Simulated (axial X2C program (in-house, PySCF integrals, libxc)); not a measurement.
## RuO: bond constants with and without spin–orbit coupling

All values were computed with an in-house relativistic program for diatomic molecules. Spin-free means the one-electron spin-free X2C Hamiltonian; two-component (2c) means X2C with spin–orbit coupling and atomic mean-field two-electron Coulomb and Gaunt terms, so the difference of the two also holds small scalar two-electron terms. Basis: Ru dyall-cv3z [12s12p8d5f3g], O dyall-av3z [7s6p3d2f] (cores contracted in-house); Gaussian nuclei, density fitting, unrestricted open shells. Masses: Ru 101.904 u, O 15.995 u.

Input:
```json
{
 "zs": [
  44,
  8
 ],
 "q": 0,
 "bas": [
  "dyall-cv3z",
  "dyall-av3z"
 ],
 "levels": [
  "PBE0",
  "HF",
  "BP86"
 ],
 "cc": true,
 "r0": 1.71,
 "thr": -2.0,
 "nmax": 110,
 "npts": 10,
 "nst": 2,
 "ntry": 8
}
```
```bash
python so2c.py task.json out
```

Keys: zs atomic numbers; q charge; bas basis sets; levels methods; cc coupled cluster on or off; r0 starting distance in Å; thr threshold in hartree for freezing inner shells (an s shell follows its p shell); nmax most natural virtual spinors; npts points on the curve; nst determinants followed; ntry starts of the search. HF also brings MP2.

State, spin-free: M_S = 2, Λ = 2 (beyond evenly filled blocks: σα, π+α, π-α, δ+α, δ+β, δ-α); electrons by block: σα: 12, σβ: 11, π+α: 6, π+β: 5, π-α: 6, π-β: 5, δ+α: 2, δ+β: 2, δ-α: 2, δ-β: 1. Fragments: Ru + O.

State, 2c: Ω = 4 (⟨Sz⟩ = 2.00, ⟨Lz⟩ = 2.00 at PBE0); electrons by block: 1/2: 17, -1/2: 17, 3/2: 8, -3/2: 7, 5/2: 2, -5/2: 1. Fragments: Ru + O.

```
Hamiltonian  level  Re (Å)  ωe (cm⁻¹)  ωexe (cm⁻¹)  αe (cm⁻¹)  De (eV)  D0 (eV)  k (mdyn/Å)  μ (D)
  spin-free   PBE0   1.693      921.5         4.25    0.00257     4.72     4.67        6.92  -3.75
  spin-free   BP86   1.716      876.4         4.21    0.00259     5.66     5.61        6.26  -3.24
         2c   PBE0   1.693      920.5         4.25    0.00257      n/a      n/a         6.9  -3.75
         2c   BP86   1.717      875.7          4.2    0.00259      n/a      n/a        6.25  -3.24
```

Dipoles are positive if O is the positive end.

One determinant describes the state; a PBE0 search over occupations chose it and may have missed a lower one. De is counted from the lowest determinant-based energies of the atoms at the same level, without counterpoise correction. De is not given where an atomic determinant may have missed its ground term or J level, or where the truncated virtual space spoils (T). Density functionals use the spin component along the axis (collinear). PBE0 can misorder states that lie within some tenths of an eV, so this need not be the ground state of the molecule. The nearest other spin-free determinant of the search, M_S = 1, Λ = 0, lies 0.65 eV up at the distance of the search. Without a current term, density functionals place determinants with orbital angular momentum somewhat too high. With several unpaired electrons one determinant need not be a pure state. Open-shell Ω = 0 determinants with evenly filled partner blocks cannot be reached by this program, so the Ω shown need not be the lowest component. At some level and bond length an empty orbital lies below a filled one.

No reliable constants came from CCSD (2c), CCSD (spin-free), CCSD(T) (2c), CCSD(T) (spin-free), HF (2c), HF (spin-free), MP2 (2c), MP2 (spin-free): no minimum in range, unconverged points, a curve that is not smooth, a change of character along it, or the two Hamiltonians disagreeing along it.

Rough cost a point (2c) on 1 thread(s) of a shared host, integrals apart: PBE0 1.2 s, BP86 0.5 s.

The whole task took 6.4 min on 1 thread of Arm Neoverse V1, with other jobs on the host.
